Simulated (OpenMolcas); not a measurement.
Ag2+ among 6 point charges of -1.1 e arranged as a trigonal antiprism (D3d), 2.15 Å from the ion, with a polar angle of 65.7° against the regular 54.74°.
```
   0.0000    1.9592    0.8853  -1.10
  -1.6968   -0.9796    0.8853  -1.10
   1.6968   -0.9796    0.8853  -1.10
   0.0000   -1.9592   -0.8853  -1.10
   1.6968    0.9796   -0.8853  -1.10
  -1.6968    0.9796   -0.8853  -1.10
```

```json
{
  "Program": "OpenMolcas 26.06",
  "Method": "SS-CASPT2, IPEA 0.25 Eh, imaginary shift 0.1 Eh (closed shells correlated: 4s 4p)",
  "Basis": "ANO-RCC-VDZP [6s5p3d1f]",
  "Scalar Hamiltonian": "DKH2, point nucleus",
  "Active space": "9 electrons in 5 orbitals (4d)",
  "State averaging": "2S+1 = 2 even, 5 roots",
  "Spin-orbit coupling": "RASSI with atomic mean-field integrals over the reference wave functions"
}
```

Problem. What is the spin-free ground state (labels of D3, the rotations of D3d)?

Solution. 2E, 2-fold in its orbital part, 100 % from free-ion D terms; it has the highest spin that d9 allows.

Problem. Where is the first state of the same spin?

Solution. 2E at 5450 cm-1 above the ground state.

Problem. What are the lowest two levels with spin-orbit coupling?

Solution. A 2-fold level E1/2 with g = 0.06, 0.06, 5.68, then a 2-fold level E3/2 2360 cm-1 above it. Their leading multiplicities are 2 (100 %) and 2 (100 %).

Problem. What is χT at 300 K, and how does it compare with the textbook value?

Solution. The lowest level has 2S+1 = 2, for which the spin-only value is χT = S(S+1) / 2 = 0.375 cm3 K/mol (g = 2). The computed 1.098 at 300 K differs by +0.723, through orbital momentum, spin-orbit coupling and any other state in reach.

Roots that are degenerate in the reference are averaged as groups; the widest CASPT2 spread within a group is 44 cm-1 (the 2-fold group of multiplicity 2 near 5450 cm-1 above the lowest state of its run). Shifts and gaps below about the spread of the groups concerned are not significant. An orbital doublet at a regular site is open to a Jahn-Teller distortion, which this geometry leaves out. Free-ion shares, where given, are those of the reference states; single-state CASPT2 does not remix them. Point charges carry no covalency, so the field is a model and not that of real ligands. No measured value stands beside these numbers.
